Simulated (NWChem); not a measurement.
System: Ge$_{2}$H$_{6}$O; SMILES [GeH3][O][GeH3]

Question: Give the equilibrium geometry at B3LYP/6-31G* (spherical d) (NWChem) as a Z-matrix, with the point group.

Answer: point group C2v; any orientation.
```
O
Ge 1 1.7982
Ge 1 1.7982 2 124.12
H 2 1.5437 1 105.41 3 -179.82
H 3 1.5437 1 105.41 2 179.80
H 3 1.5525 5 111.00 1 -118.90
H 2 1.5525 4 111.00 1 118.90
H 2 1.5525 4 111.00 7 122.20
H 3 1.5525 5 111.00 6 -122.20
```
